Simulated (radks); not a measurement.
Results of a calculation; reference values are marked as such.
F+, 8 electrons, occupied as [He] 2s2 2p4 (the NIST ground configuration). Code: a radial shooting solver on a logarithmic mesh with Libxc functionals. Model: Dirac Kohn-Sham, LDA (Slater exchange, Perdew-Wang correlation), spin-unpolarised, spherical densities, finite nucleus; open shells fill j = l - 1/2 first; Fermi nuclear charge, rms radius 2.8976 fm.

X-ray form factor f0, the Fourier transform of the density (f0(0) = 8):

sin(theta)/lambda (1/angstrom),f0 (electrons)
0.05,7.867
0.1,7.491
0.15,6.932
0.2,6.264
0.25,5.562
0.3,4.882
0.4,3.722
0.5,2.885
0.6,2.330
0.8,1.746
1,1.484
1.25,1.285
1.5,1.115
2,0.805
